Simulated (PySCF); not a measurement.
ammonium (H4N), SMILES [NH4+], charge +1.

Geometry optimised at r2SCAN-D4/def2-TZVPD.

Calculation: ωB97X/def2-TZVPD (PySCF).

Isolated molecule, no solvent.

| Property | Value |
|---|---|
| total energy | -56.90542 hartree |
| point group | Td |
| highest occupied level | -25.40 eV |
| lowest empty level | -3.89 eV |
| orbital gap | 21.51 eV |
| dipole moment about the centre of nuclear charge | 0.00 D |
| mean static polarisability | 9.0 bohr³ (1.34 Å³) |
| polarisability, principal values | 9.0, 9.0, 9.0 bohr³ |
